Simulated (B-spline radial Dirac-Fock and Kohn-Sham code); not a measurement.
**Dipole and non-dipole photoemission parameters of Gd 5s**

System: neutral gadolinium, configuration 1s2 2s2 2p6 3s2 3p6 3d10 4s2 4p6 4d10 4f7 5s2 5p6 5d1 6s2; threshold 54.02 eV (orbital energy of the model). Method: Dirac-Hartree-Slater photoionisation with a Latter tail; cross sections with all multipoles, angular parameters from the dipole term and its interference with E2. Computed with a B-spline atomic structure program.

Input of the calculation (task.json; shells as n, l, electrons):

```json
{"items": [{
  "Z": 64,
  "q": 0,
  "cfg": [[1, 0, 2], [2, 0, 2], [2, 1, 6], [3, 0, 2], [3, 1, 6], [3, 2, 10], [4, 0, 2], [4, 1, 6], [4, 2, 10], [4, 3, 7], [5, 0, 2], [5, 1, 6], [5, 2, 1], [6, 0, 2]],
  "A": 158,
  "rrms": 5.1569,
  "do": "xps",
  "hv": [60, 75.7, 80, 90.3, 107.0, 177.0, 190.0, 200, 215.0, 217.0, 227.0, 372.0, 561.0, 800, 922.0, 1000.0, 1100.0, 1486.9, 3130.0, 3630.0, 4000, 4130.0, 4220.0, 4720.0, 5414.7, 6000.0, 8047.8, 9950.0, 11300.0, 12400.0],
  "edges": {"K": 50239.0, "L1": 8376.0, "L2": 7930.0, "L3": 7243.0, "M1": 1881.0, "M2": 1688.0, "M3": 1544.0, "M4": 1221.9, "M5": 1189.6, "N1": 378.6, "N2": 286.0, "N3": 271.0, "N4": 142.6, "N5": 142.6}
}]}
```

Launch: `python xray2_run.py task.json out`

For linearly polarised light dσ/dΩ = σ/(4π) [1 + β P₂(cos θ) + (δ + γ cos²θ) sin θ cos φ], with θ from the polarisation vector and φ the angle between the beam and the projection of the electron momentum on the plane normal to the polarisation.

```
hν (eV)  σ (kb)      β       γ
   75.7    90.4  1.392  -0.237
     80    96.4  1.487  -0.191
   90.3     104  1.628  -0.084
    107     104  1.739   0.024
    177    76.9  1.871   0.224
    190    71.9  1.881   0.243
    200    68.3  1.886   0.256
    215    63.4  1.894   0.273
    217    62.7  1.895   0.275
    227    59.7  1.899   0.285
    372    32.0  1.929   0.356
    561    18.0  1.944   0.371
    800    10.6  1.954   0.345
    922    8.50  1.956   0.325
   1000    7.48  1.958   0.310
   1100    6.42  1.960   0.291
 1486.9    3.92  1.964   0.211
   3130    1.06  1.972  -0.036
   3630   0.807  1.973  -0.077
   4000   0.673  1.974  -0.099
   4130   0.634  1.974  -0.105
   4220   0.609  1.974  -0.108
   4720   0.493  1.975  -0.124
 5414.7   0.379  1.976  -0.132
   6000   0.311  1.976  -0.128
 8047.8   0.175  1.977  -0.058
   9950       ?      ?       ?
  11300  0.0874  1.977   0.154
  12400  0.0720  1.977   0.238
```

Task: Give the values at 9950 eV.

Result: σ = 0.114 kb, β = 1.977, γ = 0.058. For an s subshell δ is negligible.
